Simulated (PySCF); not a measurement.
Species: diboron tetrafluoride, B2F4.
Atom-mapped SMILES: `[F:1][B:2]([F:3])[B:4]([F:5])[F:6]`

Cartesian coordinates in Å at the PBE0-D3(BJ)/def2-TZVP level; atoms count from 1:
```
atom  x, y, z in Å
F1    -0.695   -1.490    0.975
B2    -0.713   -0.441    0.179
F3    -1.881   -0.090   -0.320
B4     0.721    0.431   -0.193
F5     1.135    1.433    0.557
F6     1.456    0.127   -1.243
```

The closed-shell ground state was solved at several levels (PySCF, density fitting, gas phase, non-relativistic). Isolated species at its PBE0-D3(BJ)/def2-TZVP geometry, gas phase. The dipole stays under 0.02 D at every level.

```tsv
level	basis functions	HOMO (eV)	LUMO (eV)	gap (eV)
PBE0/pcSseg-2	216	-10.06	-0.96	9.10
CAM-B3LYP/aug-cc-pVTZ	276	-11.60	0.05	11.65
PBE0/aug-cc-pVTZ	276	-10.05	-0.96	9.09
```

Question: What might wB97X-D/aug-cc-pVTZ (276 basis functions) give for the same quantities?

Answer: HOMO -11.97 eV, LUMO 0.87 eV, gap 12.84 eV.
